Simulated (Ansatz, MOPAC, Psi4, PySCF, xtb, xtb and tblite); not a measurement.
Two geometries of C2H11AlN2Si, SMILES [CH3][Al]([CH3])[NH][SiH2]N, relaxed at GFN2-xTB with one dihedral held; other torsions can differ between them too.

Structure A

```
17

Si     2.1188    -1.0620     0.0169
N      2.6966     0.5582    -0.0967
N      0.3738    -1.1442     0.0585
Al    -1.0521    -0.0355    -0.0298
C     -0.7793     1.9376    -0.1352
C     -2.8482    -0.9040    -0.0148
H      2.6354    -1.7803    -1.1541
H      2.6419    -1.6060     1.2774
H      2.8358     0.9447    -1.0157
H      2.2422     1.2430     0.4861
H      0.0686    -2.1075     0.1660
H     -1.7127     2.4736    -0.3331
H     -0.3703     2.3507     0.7928
H     -0.0778     2.2123    -0.9294
H     -3.0098    -1.5374    -0.8931
H     -3.6616    -0.1733     0.0027
H     -2.9834    -1.5527     0.8568
```

Structure B

```
17

Si     2.1395    -1.1300    -0.1995
N      2.6081     0.5032     0.0891
N      0.4021    -1.1378    -0.0880
Al    -0.9986     0.0026    -0.0366
C     -0.7680     1.9748    -0.2506
C     -2.7865    -0.8460     0.2240
H      2.5417    -1.6497    -1.5217
H      2.7273    -1.9608     0.8605
H      3.4462     0.8455    -0.3505
H      1.8727     1.1876     0.0036
H      0.0682    -2.0947    -0.0205
H     -0.1944     2.2410    -1.1446
H     -1.7368     2.4776    -0.3347
H     -0.2516     2.4337     0.5991
H     -3.0345    -1.5390    -0.5867
H     -3.5947    -0.1110     0.2708
H     -2.8339    -1.4312     1.1482
```

Task: Which is lower in energy at the level CCSD(T) on RHF/cc-pVDZ, frozen core // GFN2-xTB (Ansatz, an electronic-structure program), and by how much?

Result: A is lower, by 11.16 kJ/mol (dihedral N3–Si1–N2–H9: -90° in A, -150° in B).

E(B) − E(A) in kJ/mol at the other levels, on the same two geometries: GFN2-xTB (xtb and tblite) -2.78; B3LYP/def2-TZVP // GFN2-xTB (Psi4) 8.42; B3LYP-D3(BJ)/def2-TZVP // GFN2-xTB (Psi4) 7.98; PBE/def2-TZVP // GFN2-xTB (Psi4) 8.83; PBE-D3(BJ)/def2-TZVP // GFN2-xTB (Psi4) 8.65; M06-2X/def2-TZVP // GFN2-xTB (Psi4) 7.20; RHF/cc-pVDZ // GFN2-xTB (Ansatz) 9.78; MP2 on RHF/cc-pVDZ, frozen core // GFN2-xTB (Ansatz) 11.08; CCSD on RHF/cc-pVDZ, frozen core // GFN2-xTB (Ansatz) 10.73; PM3, restricted, heats of formation // GFN2-xTB (MOPAC) 16.49; PM6, restricted, heats of formation // GFN2-xTB (MOPAC) 17.89; GFN1-xTB // GFN2-xTB (xtb) -1.37; restricted B3LYP/6-31G*, spherical d, density fitting // GFN2-xTB (PySCF) 11.41; restricted B3LYP/LANL2DZ, with its core potentials past Ne // GFN2-xTB (PySCF) 11.96; restricted M06-2X/6-31G*, spherical d, density fitting // GFN2-xTB (PySCF) 9.88; restricted Hartree-Fock/LANL2DZ, with its core potentials past Ne // GFN2-xTB (PySCF) 10.06.
